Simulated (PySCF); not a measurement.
C₇H₇, multiplicity 2. Atoms are numbered in the order given.

```xyz
14

C      0.0000     0.0000     2.4044
C      0.0000     0.0000     0.9939
C      0.0000    -1.2186     0.2527
C      0.0000    -1.2124    -1.1345
C      0.0000     0.0000    -1.8399
C      0.0000     1.2124    -1.1345
C      0.0000     1.2186     0.2527
H      0.0000    -0.9380     2.9655
H      0.0000     0.9380     2.9655
H      0.0000    -2.1672     0.7979
H      0.0000    -2.1599    -1.6813
H      0.0000     0.0000    -2.9333
H      0.0000     2.1599    -1.6813
H      0.0000     2.1672     0.7979
```
Charge 0, spin multiplicity 2.

Geometry: ωB97X-D3(BJ)/def2-SVP.

The numbers are results of ωB97X-D3(BJ)/def2-SVP (PySCF 2.14.0), not measurements.

Frequencies are harmonic and unscaled.

```csv
mode,ν (cm⁻¹),IR (km/mol),moving atoms (share of kinetic energy)
1,205,1.3,"C 76 %, H 24 %"
2,362,0.2,"C 63 %, H 37 %"
3,397,0.0,"C 60 %, H 40 %"
4,488,13.4,"C 67 %, H 33 %"
5,508,0.0,"H 87 %, C 13 %"
6,535,0.3,"C 91 %, H 9 %"
7,629,0.0,"C 92 %, H 8 %"
8,697,47.9,"H 54 %, C 46 %"
9,713,0.5,"H 80 %, C 20 %"
10,792,46.7,"C 55 %, H 45 %"
11,846,0.4,"C 84 %, H 16 %"
12,854,0.0,"H 78 %, C 22 %"
13,932,4.0,"H 66 %, C 34 %"
14,972,1.6,"H 68 %, C 32 %"
15,1001,0.3,"C 89 %, H 11 %"
16,1013,0.0,"H 72 %, C 28 %"
17,1030,0.0,"H 73 %, C 27 %"
18,1054,2.8,"C 56 %, H 44 %"
19,1121,4.1,"H 72 %, C 28 %"
20,1163,0.0,"H 87 %, C 13 %"
21,1178,0.0,"H 82 %, C 18 %"
22,1289,3.4,"C 63 %, H 37 %"
23,1337,0.8,"C 58 %, H 42 %"
24,1349,0.0,"C 58 %, H 42 %"
25,1483,0.7,"H 74 %, C 26 %"
26,1494,6.9,"C 67 %, H 33 %"
27,1516,8.4,"C 63 %, H 37 %"
28,1633,0.6,"C 88 %, H 12 %"
29,1646,0.8,"C 89 %, H 11 %"
30,3177,4.2,H 95 %
31,3203,4.2,H 92 %
32,3206,0.4,"H 92 %, C 8 %"
33,3217,3.9,"H 91 %, C 9 %"
34,3223,23.2,"H 91 %, C 9 %"
35,3234,8.3,"H 91 %, C 9 %"
36,3291,4.1,"H 89 %, C 11 %"
```
